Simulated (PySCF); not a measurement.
diantimony (Sb2), SMILES [Sb]#[Sb].

Geometry optimised at B3LYP-D3(BJ)/def2-TZVP. The def2 effective core potentials stand for the cores of Sb; spin–orbit coupling is left out.

Level of theory: CAM-B3LYP/def2-TZVPD run with PySCF.

```yaml
total_energy: -480.50187 hartree
point_group: D∞h
highest_occupied_level: -7.58 eV
lowest_empty_level: -2.00 eV
orbital_gap: 5.57 eV
dipole_moment: 0.00 D
quadrupole, principal values (traceless, Buckingham form, about the centre of nuclear charge): -1.44, -1.44, 2.87 D·Å
mean_static_polarisability: 95.4 bohr³ (14.13 Å³)
polarisability_principal_values: 73.1, 73.1, 139.8 bohr³
```
